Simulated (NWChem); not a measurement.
System: BH2I; SMILES BI

Input file for NWChem:

```
start job
memory heap 200 mb stack 900 mb global 1100 mb
geometry units angstroms noautoz
  B      0.000000     0.000000    -1.827044
  H      0.000000     1.062647    -2.388074
  H      0.000000    -1.062647    -2.388074
  I      0.000000     0.000000     0.277358
end
basis spherical
  B library def2-svp
  H library def2-svp
  I library def2-svp
end
ecp
  I library def2-ecp
end
dft
  xc xpbe96 cpbe96
  iterations 150
  mulliken
end
task dft energy
```

Coordinates come from a PBE0/def2-SVP optimisation. def2 effective core potentials on I; no spin-orbit coupling.

Problem. Give the results of this calculation. (PBE/def2-SVP with def2 effective core potentials on I.) Quantities: energy (Ha); highest occupied level (eV); orbital gap (eV); dipole (D).

Solution. 
| Quantity | Result |
|---|---|
| energy (Ha) | -323.66 |
| highest occupied level (eV) | -6.35 |
| orbital gap (eV) | 3.27 |
| dipole (D) | 0.09 |
